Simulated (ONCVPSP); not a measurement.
# Which change was made? (Ti, ONCV)

Ti, optimised norm-conserving Vanderbilt (ONCV), made with ONCVPSP 4.0.1 (PBE, scalar-relativistic). Core [Ne], reference 3s2 3p6 3d2 4s2. Waves: 3s+4s: rc 1.40 bohr, ncon 4, nbas 7, qcut 6.6 1/bohr, 2 projectors; 3p: rc 1.50 bohr, ncon 4, nbas 9, qcut 7.7 1/bohr, 2 projectors, debl 3.3 Ha; 3d: rc 1.90 bohr, ncon 3, nbas 8, qcut 8.4 1/bohr, 1 projector. Local part: polynomial inside 1.15 bohr (lpopt 3, dvloc0 1 Ha). Core correction: Teter function, fcfact 1.5, rcfact 1.65.

Cutoffs, loose and tight: the cutoffs (Ha) at which the residual kinetic energy of the hardest occupied pseudo-wave falls to 1 and 0.1 mHa per electron. They do not see the model core or the augmentation charge, which bear on the density cutoff. Test errors are all-electron minus pseudo excitation energies from the reference, over the configurations 3s2 3p6 3d2 4s1; 3s2 3p6 3d2 4s0; 3s2 3p6 3d1 4s0; 3s2 3p5 3d2 4s2; variants that change the core or the reference have their own tests.

The base gives: outcome: generated; cutoff, loose: 25 Ha; cutoff, tight: 55 Ha; bound ghosts: none; GHOST(+) flags above zero: none; largest test error (meV): -107.

After one change the result is: outcome: generated; cutoff, loose: 29 Ha; cutoff, tight: 55 Ha; bound ghosts: none; GHOST(+) flags above zero: none; largest test error (meV): -62. Which change was it?
A. d: rc 2.28
B. d: rc 1.34
C. d: rc 1.58

C. The others give: d: rc 2.28 → outcome: generated; cutoff, loose: 22 Ha; cutoff, tight: 55 Ha; bound ghosts: none; GHOST(+) flags above zero: none; largest test error (meV): -165 | d: rc 1.34 → outcome: generated; cutoff, loose: 33 Ha; cutoff, tight: 122 Ha; bound ghosts: none; GHOST(+) flags above zero: none; largest test error (meV): -37.
